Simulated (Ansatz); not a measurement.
# How methods differ on AgH (SMILES [AgH])

AgH: 2 atoms, total charge 0, spin state singlet. SMILES: `[AgH]`. The bond length is the measured one.

```xyz
2

Ag    0.0000    0.0000    0.0000
H     0.0000    0.0000    1.6181
```

Each level gives the energy change with the Ag1–H2 bond stretched from 1.618 to 2.023 Å (eV). The values are calculated.

| level | kind | program | value (eV) | less FCI/STO-3G | CPU time (all runs) |
| --- | --- | --- | --- | --- | --- |
| SVWN5/STO-3G (restricted) | LDA | Ansatz | 1.50 | +0.69 | 4 s |
| BHLYP/STO-3G (restricted) | global hybrid | Ansatz | 1.60 | +0.79 | 3.3 s |
| HSE06/STO-3G (restricted) | range-separated hybrid | Ansatz | 1.49 | +0.68 | 4 s |
| wB97M-V/STO-3G (restricted) | range-separated hybrid | Ansatz | 1.51 | +0.70 | 47 s |
| B2PLYP/STO-3G (restricted) | double hybrid | Ansatz | 1.48 | +0.67 | 6.3 s |
| CCSD/STO-3G (restricted) | coupled cluster or CI | Ansatz | 0.86 | +0.05 | 0.96 s |
| CCSDTQ/STO-3G (restricted) | coupled cluster or CI | Ansatz | 0.81 | 0.00 | 36 s |
| FCI/STO-3G | exact in the basis | Ansatz | 0.81 | 0.00 | 4.5 s |

FCI/STO-3G is exact within its basis and frozen core, so for wave-function methods in that basis the difference is their error; functionals converge differently with the basis, so for them it is only a difference. All-electron rows without a relativistic Hamiltonian named are non-relativistic. The first shape isn't each level's own minimum. The values span 0.81 to 1.60 eV. All rows use very small basis sets, so none should be taken for the real molecule's value. In so small a basis fixed costs decide the times, and correlated methods can beat functionals. Times are those of the runs behind each value, whatever else they computed, on shared processors of several kinds: orders of magnitude only.
